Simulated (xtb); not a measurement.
C₃H₉B, singlet, at a GFN2-xTB geometry of the parent state; GFN2-xTB (xtb).

Here is a job for xtb.
```
$ xtb mol.xyz --gfn 2 --chrg 0 --uhf 0 --json

# file mol.xyz
13

B     -0.05647573     0.05517160    -0.05364308
C      1.51411882    -0.13791460    -0.22617234
H      2.02755724    -0.85500214     0.40558796
H      1.94104364     0.84853152    -0.03424725
H      1.65529476    -0.43161225    -1.26820282
C     -0.49203480    -0.76952308     1.23631151
H     -1.34235646    -1.37537941     0.91708171
H     -0.79808470    -0.01384345     1.96257438
H      0.23345189    -1.41985028     1.71348884
C     -0.97605379     0.86460885    -0.96549414
H     -1.85392301     1.28359200    -0.46707029
H     -1.36351003     0.23270689    -1.76988686
H     -0.49327601     1.71197205    -1.45898050
```

The log (banner, timings and long lists left out):

```
   ID    Z sym.   atoms
    1    5 B      1
    2    6 C      2, 6, 10
    3    1 H      3-5, 7-9, 11-13

           -------------------------------------------------
          |                Calculation Setup                |
           -------------------------------------------------

           -------------------------------------------------
          |                 G F N 2 - x T B                 |
           -------------------------------------------------

          ...................................................
          :                      SETUP                      :
          :.................................................:
          :  # basis functions                  25          :
          :  # atomic orbitals                  25          :
          :  # shells                           17          :
          :  # electrons                        24          :
          :  max. iterations                   250          :
          :  Hamiltonian                  GFN2-xTB          :
          :  restarted?                      false          :
          :  GBSA solvation                  false          :
          :  PC potential                    false          :
          :  electronic temp.          300.0000000     K    :
          :  accuracy                    1.0000000          :
          :  -> integral cutoff          0.2500000E+02      :
          :  -> integral neglect         0.1000000E-07      :
          :  -> SCF convergence          0.1000000E-05 Eh   :
          :  -> wf. convergence          0.1000000E-03 e    :
          :  Broyden damping             0.4000000          :
          :  net charge                          0          :
          :  unpaired electrons                  0          :
          ...................................................

 iter      E             dE          RMSdq      gap      omega  full diag
   1    -12.1379930 -0.121380E+02  0.542E+00    6.55       0.0  T
   2    -12.3397216 -0.201729E+00  0.447E+00    3.15       1.0  T
   3    -12.3941990 -0.544774E-01  0.241E+00    4.51       1.0  T
   4    -12.3878710  0.632800E-02  0.917E-01    3.92       1.0  T
   5    -12.4035659 -0.156949E-01  0.221E-01    4.45       1.0  T
   6    -12.4040195 -0.453651E-03  0.537E-02    4.38       1.0  T
   7    -12.4040215 -0.191867E-05  0.124E-02    4.38       2.2  T
   8    -12.4040218 -0.372875E-06  0.560E-03    4.38       4.9  T
   9    -12.4040219 -0.799357E-07  0.826E-04    4.38      33.6  T
  10    -12.4040219 -0.135440E-08  0.243E-04    4.38     114.3  T

   *** convergence criteria satisfied after 10 iterations ***

         :::::::::::::::::::::::::::::::::::::::::::::::::::::
         ::                     SUMMARY                     ::
         :::::::::::::::::::::::::::::::::::::::::::::::::::::
         :: total energy             -12.213482311582 Eh    ::
         :: gradient norm              0.076409450612 Eh/a0 ::
         :: HOMO-LUMO gap              4.379564241856 eV    ::
         ::.................................................::
         :: SCC energy               -12.404011983939 Eh    ::
         :: -> isotropic ES            0.025704457897 Eh    ::
         :: -> anisotropic ES          0.005439053622 Eh    ::
         :: -> anisotropic XC          0.006765325701 Eh    ::
         :: -> dispersion             -0.005314854211 Eh    ::
         :: repulsion energy           0.190529672357 Eh    ::
         :: add. restraining           0.000000000000 Eh    ::
         :: total charge               0.000000000000 e     ::
         :::::::::::::::::::::::::::::::::::::::::::::::::::::

           -------------------------------------------------
          |                Property Printout                |
           -------------------------------------------------

    * Orbital Energies and Occupations

         #    Occupation            Energy/Eh            Energy/eV
      -------------------------------------------------------------
         1        2.0000           -0.5735416             -15.6069
         2        2.0000           -0.5641273             -15.3507
         3        2.0000           -0.5561870             -15.1346
         4        2.0000           -0.4735966             -12.8872
         5        2.0000           -0.4702117             -12.7951
         6        2.0000           -0.4642272             -12.6323
         7        2.0000           -0.4581777             -12.4676
         8        2.0000           -0.4510719             -12.2743
         9        2.0000           -0.4483035             -12.1990
        10        2.0000           -0.4352152             -11.8428
        11        2.0000           -0.4130072             -11.2385
        12        2.0000           -0.3720228             -10.1233 (HOMO)
        13                         -0.2110768              -5.7437 (LUMO)
        14                          0.1029139               2.8004
        15                          0.1364380               3.7127
        16                          0.1916642               5.2154
        17                          0.2022158               5.5026
        18                          0.2055032               5.5920
        19                          0.2202653               5.9937
        20                          0.2390944               6.5061
        21                          0.2469903               6.7209
        22                          0.2560451               6.9673
        23                          0.2768893               7.5345
       ...                                ...                  ...
        25                          0.4418072              12.0222
      -------------------------------------------------------------
                  HL-Gap            0.1609460 Eh            4.3796 eV
             Fermi-level           -0.2915498 Eh           -7.9335 eV

     #   Z          covCN         q      C6AA      α(0)
     1   5 B        2.698     0.257    17.636     7.047
     2   6 C        3.672    -0.198    24.669     7.118
     3   1 H        0.925     0.029     2.602     2.523
     4   1 H        0.924     0.040     2.448     2.447
     5   1 H        0.924     0.034     2.524     2.484
     6   6 C        3.672    -0.198    24.669     7.118
     7   1 H        0.924     0.034     2.524     2.484
     8   1 H        0.924     0.040     2.448     2.447
     9   1 H        0.925     0.029     2.602     2.523
    10   6 C        3.676    -0.189    24.467     7.087
    11   1 H        0.924     0.034     2.529     2.487
    12   1 H        0.924     0.052     2.299     2.371
    13   1 H        0.924     0.034     2.529     2.487

 Mol. C6AA /au·bohr⁶  :       1105.166057
 Mol. C8AA /au·bohr⁸  :      24232.073669
 Mol. α(0) /au        :         50.623201

Wiberg/Mayer (AO) data.
largest (>0.10) Wiberg bond orders for each atom

 ---------------------------------------------------------------------------
     #   Z sym  total        # sym  WBO       # sym  WBO       # sym  WBO
 ---------------------------------------------------------------------------
     1   5 B    3.289 --    10 C    1.054     6 C    1.025     2 C    1.025
     2   6 C    3.967 --     1 B    1.025     3 H    0.987     5 H    0.967
                             4 H    0.958
     3   1 H    0.999 --     2 C    0.987
     4   1 H    0.998 --     2 C    0.958
     5   1 H    0.999 --     2 C    0.967
     6   6 C    3.967 --     1 B    1.025     9 H    0.987     7 H    0.967
                             8 H    0.958
     7   1 H    0.999 --     6 C    0.967
     8   1 H    0.998 --     6 C    0.958
     9   1 H    0.999 --     6 C    0.987
    10   6 C    3.974 --     1 B    1.054    13 H    0.975    11 H    0.975
                            12 H    0.946
    11   1 H    0.999 --    10 C    0.975
    12   1 H    0.997 --    10 C    0.946
    13   1 H    0.999 --    10 C    0.975
 ---------------------------------------------------------------------------

Topologies differ in total number of bonds
Writing topology from bond orders to xtbtopo.mol

molecular dipole:
                 x           y           z       tot (Debye)
 q only:       -0.115       0.094      -0.117
   full:       -0.162       0.140      -0.161       0.680
molecular quadrupole (traceless):
                xx          xy          yy          xz          yz          zz
 q only:       -0.304       0.238       0.138       0.239       0.561       0.166
  q+dip:       -0.229      -0.264      -0.061       0.914       0.034       0.290
   full:       -0.602       0.209       0.342       0.654       0.872       0.260

           -------------------------------------------------
          | TOTAL ENERGY              -12.213482311582 Eh   |
          | GRADIENT NORM               0.076409450612 Eh/α |
          | HOMO-LUMO GAP               4.379564241856 eV   |
           -------------------------------------------------

normal termination of xtb
```
